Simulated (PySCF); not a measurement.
O2S2, SMILES O=[S][S]=O (connectivity only; charge and spin as stated), neutral, multiplicity 1. Atoms are numbered in the order given.

```xyz
4

O      0.0000    -1.5554    -0.9221
S      0.0000    -1.0132     0.4610
S      0.0000     1.0132     0.4610
O      0.0000     1.5554    -0.9221
```

Geometry: PBE0-D3(BJ)/def2-SVP. One conformer was computed; it need not be the lowest.

Level of theory: r2SCAN/def2-TZVPD (PySCF).

Symmetry labels are those of the subgroup C2v that the program uses (full group C2v).

Computed valence orbital energies around the gap with their symmetry:
| orbital | symmetry | energy (eV) |
|---|---|---|
| HOMO−7 | A1 | -12.77 |
| HOMO−6 | A1 | -11.88 |
| HOMO−5 | B1 | -11.82 |
| HOMO−4 | B2 | -10.78 |
| HOMO−3 | A2 | -10.57 |
| HOMO−2 | B2 | -9.20 |
| HOMO−1 | A1 | -7.15 |
| HOMO | B1 | -6.98 |
| LUMO | A2 | -4.68 |
| LUMO+1 | A1 | -2.72 |
| LUMO+2 | B2 | -1.26 |
| LUMO+3 | A1 | 0.60 |
